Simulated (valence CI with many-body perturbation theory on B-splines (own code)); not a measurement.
## Energy levels of Fe XII

Calculated by configuration interaction combined with many-body perturbation theory (CI+MBPT): five valence electrons over a frozen Dirac-Fock core [Ne], radial functions for each j: 11 s, 11 p, 10 d, 8 f, 5 g, 2 h, with the one-electron correlation potential Σ1, the two-electron term Σ2, the three-electron term Σ3, Breit, model QED; selected CI, second order for the rest, scaled by the run's own slope (own B-spline code, finite nucleus).

No measured spectrum was set against this ion. As an estimate, levels of excited configurations hold to 0.05 to 0.15 % of their energy, terms of the ground configuration to about 0.5 %. Among the levels kept, up to 3200 cm⁻¹ of a level comes from second order outside the variational space, and about a tenth of that is noise between levels of different J, which matters for small intervals.

Levels 91 to 135 of 177, with energies above the lowest level, 3s2 3p3 4S°_3/2. "Leading %" is the weight of the configuration and term that name the level; weights of strongly mixed levels are sums over their largest components and can fall short, so below about 35 % the name and the second component can differ from the true leading terms, or belong to a minority configuration. In the jj column 3d3/2^4 stands for four electrons in 3d with j = 3/2.

```csv
No.,Configuration,Term,J,E (eV),Leading %,Leading jj,g,Second component
91,3s 3p3 3d,2G°,7/2,102.01,45,3s 3p1/2 3p3/2^2 3d3/2 (47 %),1.021,32 % 3s 3p3 3d 2F°
92,3s 3p3 3d,2F°,5/2,102.51,86,3s 3p1/2 3p3/2^2 3d5/2 (51 %),0.872,8 % 3s2 3p 3d2 2F°
93,3s 3p3 3d,2G°,9/2,102.92,77,3s 3p1/2 3p3/2^2 3d5/2 (58 %),1.114,17 % 3s2 3p 3d2 2G°
94,3s 3p3 3d,2F°,7/2,103.27,38,3s 3p3/2^3 3d3/2 (24 %),1.036,34 % 3s 3p3 3d 2G°
95,3s 3p3 3d,4D°,3/2,106.22,60,3s 3p1/2 3p3/2^2 3d3/2 (34 %),1.076,17 % 3s 3p3 3d 2D°
96,3s 3p3 3d,4D°,5/2,106.24,82,3s 3p1/2 3p3/2^2 3d5/2 (29 %),1.344,
97,3s 3p3 3d,4D°,7/2,106.27,88,3s 3p1/2 3p3/2^2 3d5/2 (52 %),1.411,
98,3s 3p3 3d,4D°,1/2,106.39,77,3s 3p1/2 3p3/2^2 3d3/2 (38 %),0.105,6 % 3s 3p3 3d 2P°
99,3s 3p3 3d,2D°,3/2,106.82,58,3s 3p1/2 3p3/2^2 3d5/2 (37 %),0.929,26 % 3s 3p3 3d 4D°
100,3s 3p3 3d,2D°,5/2,107.44,54,3s 3p1/2 3p3/2^2 3d5/2 (25 %),1.161,8 % 3s 3p3 3d 4D°
101,3s 3p3 3d,2P°,1/2,107.78,72,3s 3p1/2^2 3p3/2 3d5/2 (27 %),0.597,13 % 3s 3p3 3d 4D°
102,3s 3p3 3d,2F°,5/2,107.92,50,3s 3p1/2 3p3/2^2 3d3/2 (26 %),0.891,18 % 3s2 3p 3d2 2F°
103,3s 3p3 3d,2F°,7/2,108.51,57,3s 3p1/2 3p3/2^2 3d5/2 (23 %),1.141,25 % 3s2 3p 3d2 2F°
104,3s 3p3 3d,2P°,3/2,108.93,81,3s 3p1/2 3p3/2^2 3d5/2 (33 %),1.314,8 % 3s2 3p 3d2 2P°
105,3s2 3p 3d2,4G°,5/2,109.57,83,3s^2 3p1/2 3d3/2^2 (34 %),0.599,6 % 3s 3p3 3d 2F°
106,3s2 3p 3d2,4G°,7/2,109.95,87,3s^2 3p1/2 3d3/2 3d5/2 (46 %),0.991,5 % 3s 3p3 3d 4G°
107,3s 3p3 3d,2D°,3/2,110.29,57,3s 3p3/2^3 3d3/2 (21 %),0.819,17 % 3s2 3p 3d2 2D°
108,3s2 3p 3d2,4G°,9/2,110.53,91,3s^2 3p3/2 3d3/2 3d5/2 (57 %),1.172,5 % 3s 3p3 3d 4G°
109,3s 3p3 3d,2S°,1/2,110.58,55,3s 3p1/2 3p3/2^2 3d3/2 (29 %),1.921,36 % 3s2 3p 3d2 2S°
110,3s 3p3 3d,2D°,5/2,110.82,49,3s 3p3/2^3 3d5/2 (23 %),1.143,12 % 3s2 3p 3d2 2D°
111,3s2 3p 3d2,4G°,11/2,111.38,92,3s^2 3p3/2 3d5/2^2 (73 %),1.272,5 % 3s 3p3 3d 4G°
112,3s 3p3 3d,2F°,5/2,111.65,69,3s 3p3/2^3 3d3/2 (31 %),0.921,12 % 3s 3p3 3d 2D°
113,3s 3p3 3d,2P°,3/2,111.70,36,3s 3p1/2 3p3/2^2 3d5/2 (23 %),1.328,31 % 3s2 3p 3d2 2P°
114,3s 3p3 3d,2F°,7/2,111.81,87,3s 3p1/2 3p3/2^2 3d5/2 (41 %),1.151,5 % 3s2 3p 3d2 2F°
115,3s2 3p 3d2,2P°,1/2,112.98,32,3s^2 3p3/2 3d5/2^2 (24 %),0.709,28 % 3s 3p3 3d 2P°
116,3s2 3p 3d2,4D°,1/2,115.60,85,3s^2 3p1/2 3d3/2 3d5/2 (26 %),0.031,8 % 3s 3p3 3d 4D°
117,3s2 3p 3d2,4D°,3/2,115.80,81,3s^2 3p1/2 3d3/2 3d5/2 (55 %),1.194,8 % 3s 3p3 3d 4D°
118,3s2 3p 3d2,4D°,5/2,116.11,69,3s^2 3p1/2 3d3/2 3d5/2 (36 %),1.308,7 % 3s 3p3 3d 4D°
119,3s2 3p 3d2,4D°,7/2,116.75,70,3s^2 3p3/2 3d3/2 3d5/2 (35 %),1.382,8 % 3s2 3p 3d2 4F°
120,3s2 3p 3d2,2F°,5/2,116.90,56,3s^2 3p1/2 3d5/2^2 (34 %),0.923,25 % 3s 3p3 3d 2F°
121,3s 3p3 3d,2P°,3/2,117.24,80,3s 3p1/2^2 3p3/2 3d5/2 (26 %),1.319,11 % 3s2 3p 3d2 2P°
122,3s 3p3 3d,2P°,1/2,117.40,81,3s 3p1/2 3p3/2^2 3d3/2 (31 %),0.655,12 % 3s2 3p 3d2 2P°
123,3s2 3p 3d2,4F°,3/2,117.57,83,3s^2 3p1/2 3d3/2^2 (32 %),0.436,7 % 3s 3p3 3d 4F°
124,3s2 3p 3d2,4P°,1/2,117.77,84,3s^2 3p1/2 3d3/2 3d5/2 (40 %),2.626,8 % 3s 3p3 3d 4P°
125,3s2 3p 3d2,2H°,9/2,117.81,88,3s^2 3p1/2 3d3/2 3d5/2 (73 %),0.931,
126,3s2 3p 3d2,4F°,5/2,117.83,81,3s^2 3p1/2 3d3/2 3d5/2 (35 %),1.047,7 % 3s 3p3 3d 4F°
127,3s2 3p 3d2,2F°,7/2,118.05,52,3s^2 3p3/2 3d5/2^2 (56 %),1.192,23 % 3s 3p3 3d 2F°
128,3s2 3p 3d2,4F°,7/2,118.18,74,3s^2 3p3/2 3d3/2 3d5/2 (62 %),1.233,6 % 3s 3p3 3d 4F°
129,3s2 3p 3d2,4P°,3/2,118.22,83,3s^2 3p1/2 3d3/2 3d5/2 (22 %),1.705,9 % 3s 3p3 3d 4P°
130,3s2 3p 3d2,4F°,9/2,118.36,82,3s^2 3p3/2 3d3/2 3d5/2 (32 %),1.313,7 % 3s 3p3 3d 4F°
131,3s2 3p 3d2,4P°,5/2,118.82,49,3s^2 3p3/2 3d3/2 3d5/2 (51 %),1.430,14 % 3s 3p3 3d 2D°
132,3s 3p3 3d,2D°,3/2,119.12,38,3s^2 3p3/2 3d3/2 3d5/2 (15 %),0.805,37 % 3s2 3p 3d2 2D°
133,3s2 3p 3d2,4P°,5/2,119.24,34,3s^2 3p3/2 3d5/2^2 (37 %),1.348,23 % 3s 3p3 3d 2D°
134,3s2 3p 3d2,2H°,11/2,119.57,97,3s^2 3p3/2 3d3/2 3d5/2 (76 %),1.090,
135,3s2 3p 3d2,2G°,7/2,120.56,70,3s^2 3p3/2 3d3/2 3d5/2 (28 %),0.897,23 % 3s 3p3 3d 2G°
```

Names give the largest LS component (configuration and term), which can be under half, so a name can repeat, a term be missing and a line seem to break the LS rules; names also repeat where a configuration has a term twice.

Where two levels of one J and parity lie close, their mixing, g and order are uncertain.
